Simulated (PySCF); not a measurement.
Energy of Ga²⁺ (gallium, charge +2) between two integer charges

The 4s alpha orbital of [Ar] 3d10 4s1 is emptied in steps (occupation f), with all orbitals relaxed, ending at [Ar] 3d10. All numbers are calculated (PySCF 2.14, the spin-free X2C one-electron Hamiltonian (Gaussian nucleus), in aug-cc-pVTZ-DK (7s6p4d2f, 59 functions)). The exact energy is a straight line in f; departures are measured from the line between the end points of the same method.

```json
{"f": "1", "UHF (eV)": "0.000", "LDA (eV)": "0.000", "PBE (eV)": "0.000", "PBE0 (eV)": "0.000", "r2SCAN (eV)": "0.000", "LC-wPBE (eV)": "0.000", "BHandHLYP (eV)": "0.000", "MN15 (eV)": "0.000", "HSE06 (eV)": "0.000"}
{"f": "0.8", "UHF (eV)": "0.016", "LDA (eV)": "-0.760", "PBE (eV)": "-0.767", "PBE0 (eV)": "-0.564", "r2SCAN (eV)": "-0.658", "LC-wPBE (eV)": "-0.097", "BHandHLYP (eV)": "-0.400", "MN15 (eV)": "-0.419", "HSE06 (eV)": "-0.618"}
{"f": "0.6", "UHF (eV)": "0.024", "LDA (eV)": "-1.134", "PBE (eV)": "-1.153", "PBE0 (eV)": "-0.846", "r2SCAN (eV)": "-0.971", "LC-wPBE (eV)": "-0.144", "BHandHLYP (eV)": "-0.603", "MN15 (eV)": "-0.617", "HSE06 (eV)": "-0.924"}
{"f": "0.4", "UHF (eV)": "0.024", "LDA (eV)": "-1.125", "PBE (eV)": "-1.155", "PBE0 (eV)": "-0.847", "r2SCAN (eV)": "-0.958", "LC-wPBE (eV)": "-0.148", "BHandHLYP (eV)": "-0.607", "MN15 (eV)": "-0.595", "HSE06 (eV)": "-0.925"}
{"f": "0.2", "UHF (eV)": "0.016", "LDA (eV)": "-0.741", "PBE (eV)": "-0.772", "PBE0 (eV)": "-0.565", "r2SCAN (eV)": "-0.630", "LC-wPBE (eV)": "-0.106", "BHandHLYP (eV)": "-0.410", "MN15 (eV)": "-0.368", "HSE06 (eV)": "-0.619"}
{"f": "0", "UHF (eV)": "0.000", "LDA (eV)": "0.000", "PBE (eV)": "0.000", "PBE0 (eV)": "0.000", "r2SCAN (eV)": "0.000", "LC-wPBE (eV)": "0.000", "BHandHLYP (eV)": "0.000", "MN15 (eV)": "0.000", "HSE06 (eV)": "0.000"}
```

**Question.** For BHandHLYP, how does the orbital energy at f = 1 compare with the removal energy?

**Answer.** −ε = 28.518 eV against a total-energy difference of 31.010 eV. By Janak's theorem ε = ∂E/∂f, so the gap between them reflects the curvature. Along the path −ε is 29.502 (f = 0.8), 30.491 (f = 0.6), 31.489 (f = 0.4), 32.513 (f = 0.2) eV.

```csv
method,E(f=0) − E(f=1) (eV),−ε at f=1 (eV),−ε at f=0.4 (eV)
UHF,29.618,29.721,29.596
LDA,31.770,26.998,32.763
PBE,31.450,26.660,32.399
PBE0,31.088,27.566,31.788
r2SCAN,31.194,27.026,32.058
LC-wPBE,31.061,30.431,31.145
BHandHLYP,31.010,28.518,31.489
MN15,30.503,27.867,31.155
HSE06,31.168,27.276,31.922
```

Reference removal energy between the ground levels: 30.726 eV (measured; NIST Atomic Spectra Database, ionization energies). UHF lacks correlation.
